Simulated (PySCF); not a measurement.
SbCl and its ions

PBE0; PySCF, scalar-relativistic core potentials, basis sets Sb cc-pVTZ-PP with ECP28, Cl cc-pV(T+d)Z. Neutral (UKS): triplet (π ↑↑), Re = 2.344 Å, ωe = 375 cm⁻¹, De = 3.19 eV, HOMO -6.39 eV, LUMO -2.96 eV.

SbCl⁺ (UKS): doublet (π ↑), Re = 2.240 Å, ωe = 455 cm⁻¹, De = 3.65 eV to Sb⁺ + Cl. The energies at the minima are -700.34538 hartree for SbCl and -700.02967 for SbCl⁺.

Task: Work out the adiabatic ionisation energy, without and with harmonic zero-point energies (1 hartree = 27.2114 eV, 1 eV = 8065.5 cm⁻¹), and the change of the bond length.

Result: At PBE0: 0.31571 hartree = 8.591 eV between the minima; the zero-point term (455.0 − 375.0)/2 cm⁻¹ = +0.005 eV makes it 8.596 eV. Re changes by -10.4 pm against the neutral. The electron leaves a π orbital, and the shorter bond of the ion fits an antibonding orbital, or a change in how ionic the bond is.

Spin–orbit coupling is left out, which matters for elements this heavy, above all for dissociation energies. For an ion De counts to the pair picked by the measured ionisation energies or electron affinities, which need not be the lowest pair at this level. States were picked by a PBE0 search and need not be the measured ground states.
